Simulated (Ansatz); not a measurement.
Born–Oppenheimer molecular dynamics of BCl₃H₄Si (9 atoms, charge 0, multiplicity 1). It starts at the highest image of a converged band. Of that band: Neighbouring images differ by up to 1.5 eV, so the band resolves the path poorly. A vibrational analysis at the climbing image gives one clearly imaginary mode, 719i cm⁻¹: a first-order saddle point.

All numbers below come from Ansatz, RKS PBE0-D4/def2-SVP.

```yaml
ensemble: NVE (velocity Verlet)
time_step: 0.5 fs
steps_asked: 200
starting_velocities_drawn_for: 300 K
seed: 10458
```

First frame:

```xyz
9
Properties=species:S:1:pos:R:3
B -0.500 -0.788 0.383
Si 0.439 1.079 -0.056
Cl -2.256 -0.567 0.400
Cl 0.323 -1.545 1.754
H 0.211 -0.660 -0.879
Cl -0.043 -2.050 -1.398
H -0.136 1.772 -1.245
H 0.038 1.768 1.204
H 1.923 0.990 -0.163
```

(1) How far do the bonds stretch over the last three quarters of this one trajectory? (Pairs bonded in most of those frames.)

Results:

(1) 
| bond | mean (Å) | spread (Å) | shortest | longest |
| --- | --- | --- | --- | --- |
| B1–Cl3 | 1.760 | 0.059 | 1.66 | 1.84 |
| B1–Cl4 | 1.758 | 0.055 | 1.67 | 1.84 |
| B1–Cl6 | 1.778 | 0.092 | 1.64 | 1.93 |
| Si2–H5 | 1.489 | 0.059 | 1.39 | 1.59 |
| Si2–H7 | 1.501 | 0.044 | 1.43 | 1.57 |
| Si2–H8 | 1.492 | 0.012 | 1.47 | 1.51 |
| Si2–H9 | 1.500 | 0.035 | 1.44 | 1.55 |

Mean temperature of the second half: 1783 K. The conserved energy stayed within 0.11 meV per atom of its start (net change 0.04 meV per atom), so the integration is sound. The system heated up, since it started high on the potential surface and ran downhill. A run of 0.1 ps of so small a system gives no equilibrium averages. The orbitals stay closed-shell, which can raise the energy where a bond breaks towards radicals; this wasn't checked here.

The run took 8.1 min on 2 threads of Arm Neoverse V2, on a shared host, peak memory 0.24 GiB.
